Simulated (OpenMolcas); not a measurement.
Zr2+: effect of the active space

| Quantity | Value |
| --- | --- |
| Program | OpenMolcas |
| Method | SS-CASPT2 or its RAS form, IPEA 0.25 Eh, imaginary shift 0.1 Eh |
| Basis | ANO-RCC-VQZP |
| Scalar Hamiltonian | DKH2, point nucleus |
| Spin-orbit coupling | state interaction with AMFI integrals over the reference wave functions, term energies averaged over their components |

A. 2 electrons in 5 orbitals (4d); 2S+1 = 3 even, 10 roots; 2S+1 = 1 even, 15 roots; closed shells correlated: 4s 4p; CASPT2 step roughly 9 core-seconds
B. 2 electrons in 6 orbitals (4d 5s); 2S+1 = 3 even, 15 roots; 2S+1 = 1 even, 21 roots kept (CI in the orbitals of an earlier block); closed shells correlated: 4s 4p; CASPT2 step about 17 core-seconds
C. 8 electrons in 8 orbitals (RAS1 4p, at most 2 holes; RAS2 4d); 2S+1 = 3 even, 10 roots; 2S+1 = 1 even, 15 roots; closed shells correlated: 4s; CASPT2 step of the order of 18 core-seconds
D. 2 electrons in 10 orbitals (4d 5d); 2S+1 = 3 even, 10 roots; 2S+1 = 1 even, 15 roots; closed shells correlated: 4s 4p; CASPT2 step of the order of 90 core-seconds

Energies in eV above 4d² ³F₂, the measured ground level; measured values from Moore, Atomic Energy Levels, vol. II, NSRDS-NBS 35 (1971 reprint of NBS Circular 467, 1952); NIST levels as listed in Rynkun, Gaigalas and Jonsson, Astron. Astrophys. 637, A10 (2020).

| Level | A | B | C | D | Measured |
| --- | --- | --- | --- | --- | --- |
| 4d² ³F₂ | 0.0000 | 0.0000 | 0.0000 | 0.0000 | 0.0000 |
| 4d² ³F₃ | 0.0878 | 0.0880 | 0.0963 | 0.0876 | 0.0844 |
| 4d² ³F₄ | 0.1897 | 0.1910 | 0.2082 | 0.1902 | 0.1843 |
| 4d² ¹D₂ | 0.655 | 0.679 | 0.765 | 0.717 | 0.7119 |
| 4d² ³P₀ | 1.070 | 1.064 | 1.024 | 1.061 | 0.9996 |
| 4d² ³P₁ | 1.105 | 1.099 | 1.063 | 1.095 | 1.0322 |
| 4d² ³P₂ | 1.168 | 1.162 | 1.138 | 1.159 | 1.0958 |
| 4d² ¹G₄ | 1.395 | 1.372 | 1.346 | 1.400 | 1.3699 |
| 4d² ¹S₀ | 2.917 | 2.910 | 2.836 | 2.939 | 2.9730 |

Deviations, from unrounded energies. A percentage is the sum of absolute deviations over the sum of measured energies, with the sign that they share, or ± where signs differ.

| Against measurement | Levels | A | B | C | D |
| --- | --- | --- | --- | --- | --- |
| mean absolute deviation (cm-1) | 8 | 360 | 310 | 350 | 270 |
| fine structure of the ground term (%) | 2 | +3.3 | +3.8 | +13.3 | +3.4 |
| other terms of the ground configuration (%) | 6 | ±4.3 | ±3.6 | ±3.8 | ±3.1 |

D lies closest to measurement on these levels and A furthest from it. The largest miss of D in the table is 4d² ³P₂, by +510 cm-1. The ranking rests on the paired levels alone, and a cruder setting can come out closer through cancelling errors.

The two smallest mean deviations differ by little beside CASPT2's spread within terms, so their order carries little weight.

Among A to D the level of the table that moves most is 4d² ¹D₂, by 890 cm-1 (lowest in A, highest in C). Moves below CASPT2's spread within the term are not significant.

CASPT2 does not keep the components of a term degenerate, so their means are used; among the terms shown or strongly mixed into the levels shown the widest spread is 640 cm-1 (4d² ¹G, A). Levels of configurations with an s electron are missing; early in the row they begin among the upper levels of the d shell and mix with terms of their name (holds for A). Terms from blocks run as CI alone lack orbitals of their own (holds for B). Active for correlation alone: 4p; no level in the range computed is led by a configuration that opens it, so any true level of that kind is missing (holds for C). Active for correlation alone: 5d; no level in the range computed is led by a configuration that fills it, so any true level of that kind is missing (holds for D). Computed and measured levels are paired by configuration, term and J; levels that our copy of the source lacks, or whose pairing is in doubt (as where it misses far off the trend of its configuration), stay unpaired and out of the deviations. Only configurations of the active space appear. Levels that lie high or do not pair safely by name in every column are left out.
